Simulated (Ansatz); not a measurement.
Reaction (ligand exchange at the Se–Ga bond): `[CH3][GaH][Se]C` + `[SiH3][SeH]` → `C[Se][Se][SiH3]` + `[CH3][GaH2]`

Computed with Ansatz on PBE0-D4/def2-TZVP structures; ΔE is electronic, products minus reactants. CCSD(T)/CBS adds triple-zeta CCSD(T) − MP2 to the extrapolated MP2 energy (def2 sets, frozen cores). DFT in def2-TZVPP. B3LYP here is the variant with VWN-RPA as its local correlation; programs differ in this. HSE06 is defined as in plane-wave codes. For Ga, Se outer-core shells are correlated without core-valence functions, which leaves a few kJ/mol of doubt a bond. Scalar relativity is left out up to krypton. One conformer a species, not always the lowest.

| level | ΔE (kJ/mol) | difference from CCSD(T)/CBS |
| --- | --- | --- |
| PBE-D4 | 91.4 | -10.6 |
| revPBE-D4 | 87.6 | -14.4 |
| B97M-V | 90.1 | -11.9 |
| PBE0-D4 | 96.3 | -5.7 |
| CAM-B3LYP-D4 | 97.5 | -4.5 |
| ωB97X-V | 97.3 | -4.7 |
| ωB97M-V | 96.0 | -6.0 |
| PBE-QIDH | 102.9 | 0.9 |
| B3LYP | 97.0 | -5.0 |
| HSE06 | 98.1 | -3.9 |
| RPA@PBE/def2-TZVPP | 100.9 | -1.1 |
| HF/def2-SVP | 111.0 | 9.0 |
| HF/def2-TZVPP | 105.9 | 3.9 |
| SCS-MP2/def2-TZVPP | 101.7 | -0.3 |
| CCSD/def2-TZVPP | 106.0 | 4.0 |
| MP2/CBS(def2) | 101.8 | -0.2 |
| CCSD(T)/CBS | 102.0 | 0 |

Largest T1 diagnostic among the species: 0.012.

From BLYP to BHLYP (50 % exact exchange), in def2-TZVPP and without D4, ΔE moves by +8.3 kJ/mol. At CCSD(T), def2-SVP lies +7.9 kJ/mol from the extrapolated value and def2-TZVPP +2.6 kJ/mol.
